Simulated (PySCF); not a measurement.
Isomers of Si4H10, one GFN2-xTB conformer each. Single-point energies are computed at PBE0/pcSseg-1 (PySCF, gas phase, no added dispersion term), electronic only.

Problem. Rank them by PBE0/pcSseg-1 energy, lowest first (kJ/mol).
A. `[SiH3:1][SiH2:2][SiH2:3][SiH3:4]` with Si1–Si2–Si3–Si4 57°
B. `[SiH3][SiH]([SiH3])[SiH3]`

Solution. B (0.0), A (6.0).

Neighbours under 10 kJ/mol apart ([SiH3][SiH]([SiH3])[SiH3] and [SiH3][SiH2][SiH2][SiH3]) can change places with a better method, another conformer or zero-point energy. GFN2-xTB itself gives, in the same order: 0.9, 0.0. GFN2-xTB puts [SiH3][SiH2][SiH2][SiH3] lowest instead.

Problem. Which frontier levels, dipoles and rotational constants go with these structures?

Solution. 
```
                   SMILES  HOMO (eV, PBE0/pcSseg-1)  LUMO (eV)  dipole (D)      A, B, C (MHz)
[SiH3][SiH]([SiH3])[SiH3]                     -8.39      -0.42        0.18   1867, 1867, 1012
 [SiH3][SiH2][SiH2][SiH3]                     -8.33      -0.49        0.19  3506, 1111, 918.1
```
